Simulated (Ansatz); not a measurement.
Reaction (substitution at a C–N bond): `CN[BH][GeH3]` + `CC[Si]O` → `CC[Si]OC` + `N[BH][GeH3]`

Computed with Ansatz on PBE0-D4/def2-TZVP structures; ΔE is electronic, products minus reactants. CCSD(T)/CBS adds triple-zeta CCSD(T) − MP2 to the extrapolated MP2 energy (def2 sets, frozen cores). DFT in def2-TZVPP. For Ge outer-core shells are correlated without core-valence functions, which leaves a few kJ/mol of doubt a bond. Scalar relativity is left out up to krypton. Each species was taken in one conformer, which may not be the lowest.

`CN[BH][GeH3]`:

Cartesian coordinates in Å:
```
C -0.010 1.407 1.033
N -0.439 1.141 -0.321
B -0.379 -0.036 -1.045
Ge 0.382 -1.826 -0.348
H 0.409 0.501 1.468
H 0.757 2.187 1.058
H -0.848 1.732 1.656
H -0.835 1.950 -0.777
H -0.805 -0.002 -2.166
H -0.691 -2.931 -0.424
H 1.550 -2.297 -1.238
H 0.909 -1.826 1.103
```

`CC[Si]O`:

Cartesian coordinates in Å:
```
C 0.355 -0.463 0.810
C 0.392 0.824 -0.001
Si -0.678 0.974 -1.582
O -1.417 -0.504 -1.647
H 0.680 -1.324 0.216
H 1.010 -0.423 1.684
H -0.652 -0.678 1.182
H 0.114 1.688 0.621
H 1.418 1.055 -0.324
H -1.223 -1.148 -0.957
```

`CC[Si]OC`:

```xyz
13

C     1.257   -0.563    0.914
C     1.133   -0.343   -0.598
Si   -0.377   -1.305   -1.276
O    -1.659   -0.372   -0.833
C    -1.796    0.868   -0.184
H     1.259   -1.628    1.169
H     2.183   -0.139    1.312
H     0.427   -0.106    1.459
H     2.021   -0.740   -1.102
H     1.096    0.728   -0.833
H    -2.221    0.713    0.811
H    -0.841    1.391   -0.081
H    -2.482    1.495   -0.758
```

`N[BH][GeH3]`:

Cartesian coordinates in Å:
```
N -0.733 -0.644 1.334
B 0.379 -0.543 0.517
Ge 0.345 0.679 -1.146
H -1.592 -0.145 1.170
H -0.760 -1.227 2.155
H 1.350 -1.183 0.806
H 1.422 1.779 -1.076
H -1.017 1.391 -1.313
H 0.605 -0.107 -2.447
```

| level | ΔE (kcal/mol) |
| --- | --- |
| r2SCAN | 6.2 |
| CCSD(T)/def2-TZVPP | 6.4 |
| HF/def2-QZVPP | 4.1 |
| SCS-MP2/def2-QZVPP | 6.4 |

Problem. What does CCSD(T)/CBS give? (An estimate is asked.)

Solution. The calculation gave: +6.8 kcal/mol. The listed levels differ from it by -0.6, -0.4, -2.7, -0.4 kcal/mol.

Largest T1 diagnostic among the species: 0.013.

In def2-TZVPP, CCSD(T) changes the Hartree–Fock value by +2.2 kcal/mol (the triples alone add +0.2 kcal/mol) and MP2 by +2.7 kcal/mol.
